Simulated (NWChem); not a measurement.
C₂H₄N₂OSi; SMILES N#C/N=C/O[SiH3]

```xyz
10

N      0.3012     3.3234     0.0000
C      0.1880     2.1656     0.0000
N      0.1585     0.8374     0.0000
C     -0.9452     0.1890     0.0000
O     -0.9567    -1.1173     0.0000
Si     0.5276    -2.0123     0.0000
H     -1.9462     0.6497     0.0000
H      1.2880    -1.6984    -1.2363
H      1.2880    -1.6984     1.2363
H      0.0430    -3.4152     0.0000
```
Atoms are numbered in this order, from 1.

Results from NWChem. Pople sets run with spherical d functions. Coordinates come from a PBE0/def2-SVP optimisation. Atomic charges in e: unrestrained fits to the electrostatic potential beside Mulliken populations; buried atoms are poorly determined by the fit.

Estimate the computed values for Hartree-Fock/6-31G*. Quantities: ESP N1; Mulliken N1; ESP C2; Mulliken C2; ESP N3; Mulliken N3; ESP C4; Mulliken C4; ESP O5; Mulliken O5; relative RMS misfit of the potential (%).

The ESP N1 comes out as -0.56. The Mulliken N1 comes out as -0.40 and the ESP C2 is 0.56. The Mulliken C2 is 0.47 and the ESP N3 comes out as -0.57. The Mulliken N3 is -0.63, the ESP C4 is 0.67 and the Mulliken C4 comes out as 0.52. The ESP O5 is -0.51 and the Mulliken O5 comes out as -0.74. The relative RMS misfit of the potential (%) comes out as 18.
